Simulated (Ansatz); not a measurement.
A nudged elastic band was laid between two geometries of GeH3S (5 atoms, charge 0, multiplicity 2).

All numbers below come from Ansatz 0.2.0, UKS PBE0-D4/def2-mTZVP.

```
movable images  : 7
climbing image  : yes
spring          : 5.0 eV/Å²
optimiser       : quadratic models (default)
start path      : through a guess of the saddle point
force threshold : 0.05 eV/Å
iteration limit : 57
end points      : relaxed
```

Initial state:

```xyz
5
Properties=species:S:1:pos:R:3
S 1.136 -0.803 0.654
Ge -0.399 0.687 0.032
H 0.256 -1.797 0.913
H -1.363 0.029 -0.991
H 0.420 1.810 -0.649
```

Final state:

```xyz
5
Properties=species:S:1:pos:R:3
S 0.316 -1.463 0.358
Ge -0.587 0.535 -0.035
H 1.223 -1.021 1.260
H -1.446 0.315 -1.302
H 0.544 1.560 -0.322
```

Q: Which bonds break or form, and what moves?

A: No bond is made or broken. The dihedral H3–S1–Ge2–H5 goes from -166 to 49°. The two ends are copies of one structure, up to a mirror image or an exchange of like atoms.

Q: What energy profile does the band end with?

A: The forces met the threshold. The highest image is number 4 of 0 to 8, 15.6 kJ/mol above the ends, which have the same energy within 2 meV. A vibrational analysis at the climbing image gives one clearly imaginary mode, 234i cm⁻¹: a first-order saddle point.

| image | path coordinate (Å) | energy (kJ/mol) | dihedral H3–S1–Ge2–H5 (°) |
| --- | --- | --- | --- |
| 0 | 0.00 | 0.0 | -166 |
| 1 | 0.40 | 2.7 | -139 |
| 2 | 0.81 | 8.3 | -112 |
| 3 | 1.21 | 13.5 | -87 |
| 4 | 1.61 | 15.6 | -62 |
| 5 | 2.02 | 13.4 | -35 |
| 6 | 2.43 | 8.2 | -7 |
| 7 | 2.83 | 2.6 | 22 |
| 8 | 3.24 | 0.0 | 49 |

Q: What is the geometry of the highest image?

A: 
```xyz
5
Properties=species:S:1:pos:R:3:forces:R:3
S 0.582 -0.824 1.284 0.00 -0.01 -0.02
Ge -0.399 0.767 0.060 0.01 0.00 0.01
H 0.899 -1.628 0.238 0.00 0.01 0.01
H -1.634 0.211 -0.687 -0.01 0.00 0.00
H 0.601 1.399 -0.937 0.00 0.00 0.00
```

Q: What are the harmonic wavenumbers there?

A: 234i, 394, 556, 567, 753, 849, 2083, 2118, 2646 cm⁻¹.

Run time: 3.8 min on 1 thread of Arm Neoverse V2, on a shared host, peak memory 0.24 GiB.
